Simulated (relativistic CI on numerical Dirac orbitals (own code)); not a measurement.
## Hyperfine structure of Er XXXIV, mass number 167

Calculated at this level of theory: Dirac-Coulomb-Breit CI, KLI orbitals optimised for each configuration, QED by a radiative potential, unscaled Slater integrals (own radial code, finite nucleus).

Configuration list (outside the closed core [Ar] 3d10): 4s2 4p5, 4s 4p6, 4s2 4p4 4d, 4s 4p5 4d, 4s2 4p4 4f, 4s 4p5 4f, 4p6 4d, 4s 4p4 4d2, 4s2 4p3 4d 4f, 4p6 4f, 4p5 4d2, 4p4 4d3, 4p4 4d2 4f. Double excitations out of closed p, d and f shells are left out; levels of such configurations are missing from the list, as are those of other unlisted configurations, and high levels can miss mixing partners.

Nuclear spin I = 7/2, μ = -0.5623 μN, Q = 3.57 b (tables of Stone and Pyykkö). The electronic factors are computed for point nuclear moments, without core polarisation or the Bohr-Weisskopf and QED corrections.

```tsv
Level	E (cm⁻¹)	A (MHz)	B (MHz)
4s2 4p5 2P°_3/2	0	-6455	-282000
4s2 4p5 2P°_1/2	471032	-50510	
4s2 4p4 4d 2D_3/2	1117744	-3198	137000
4s2 4p4 4d 4F_9/2	1137845	-3534	99400
```

Levels with J = 0, under 50 % of one LS term, or S terms without an open s electron are left out. Small factors come from cancelling terms and can be off by tens of per cent or more.

At this charge energies of transitions that change n are usually good to better than 1 %, and those within a shell (Δn = 0) to a few per cent.

Problem. Give the hyperfine levels of 4s2 4p5 2P°_1/2 relative to its centre of gravity.

Solution. With K = F(F + 1) − I(I + 1) − J(J + 1), E = AK/2: F = 3: 113700, F = 4: -88400 MHz.

LS names give the leading component of a level, which can be under half, so a name can repeat, a term be missing and a line seem to break the LS rules.
